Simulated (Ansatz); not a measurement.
**Reading a saddle point**

A first-order saddle point of SiNH₉O₂, singlet, PBE0-D4/def2-TZVP, with one imaginary mode of 1166i cm⁻¹:

| atom | x (Å) | y (Å) | z (Å) |
| --- | --- | --- | --- |
| Si1 | -0.6414 | -0.5978 | 0.5225 |
| H2 | 0.7334 | 0.3817 | 0.8873 |
| H3 | -1.8139 | -1.4079 | -0.0175 |
| H4 | -0.1426 | -1.5250 | 1.5776 |
| N5 | -1.5457 | 0.8272 | 0.8004 |
| H6 | 1.1288 | -0.0907 | -1.2223 |
| O7 | 0.2447 | -0.8851 | -1.0104 |
| H8 | 1.4116 | 0.7390 | 0.0533 |
| O9 | 1.8805 | 0.7940 | -0.9610 |
| H10 | -2.5507 | 0.8213 | 0.7475 |
| H11 | -1.1620 | 1.6543 | 1.2240 |
| H12 | -0.3290 | -1.1893 | -1.7176 |
| H13 | 2.7865 | 0.4783 | -0.8837 |

Computed with Ansatz 0.2.0 (basis: def2-TZVPP and def2-QZVPP); correlated methods freeze the cores. Extrapolation: Hartree–Fock as exp(−7.88 √X), correlation as X^−2.97.

Task: Which contacts change along the imaginary mode, and what lies on either side? (A judgement: the text doesn't fix the answer.)

Result: The calculation gives: The step is SiNH₅ ([NH2][SiH3]) + H₂O + H₂O → SiNH₅O ([NH2][SiH2][OH]) + H₂O + H₂, with the molecules in contact on both sides. Shortening one way: Si1–O7, H2–H8, H6–O9; lengthening the same way: Si1–H2, H6–O7, H8–O9.
| pair | one side (Å) | saddle (Å) | other side (Å) |
| --- | --- | --- | --- |
| Si1–O7 | 2.96 | 1.79 | 1.67 |
| H2–H8 | 2.07 | 1.13 | 0.75 |
| H6–O9 | 1.89 | 1.19 | 0.97 |
| Si1–H2 | 1.49 | 1.73 | 5.04 |
| H6–O7 | 0.97 | 1.21 | 1.98 |
| H8–O9 | 0.96 | 1.12 | 2.50 |

Task: Which side is lower, and how far does the saddle lie above each? (Judge from chemistry; the value comes from the calculation.)

Result: By the calculation: The side with Si1–O7, H2–H8, H6–O9 short is lower by 0.887 eV; the saddle lies 2.095 eV above it and 1.208 eV above the other (CCSD(T) at an estimated basis limit (MP2 extrapolated from triple and quadruple zeta, plus CCSD(T) − MP2 in triple zeta); electronic energies).

T1 diagnostic: at most 0.011.

Labels in which every atom is bracketed show which atoms are joined, not bond orders.

For scale, one of the runs: CCSD(T)/def2-TZVPP, 261 basis functions, launched by `ansatz run in.yaml --threads 8 --pin off --events-out ev --progress --plain --max-ram 19148MiB`. Hardware: 8 CPU threads of an Arm Neoverse V2, shared host. Wall time 73 s; peak host memory 6.4 GiB.
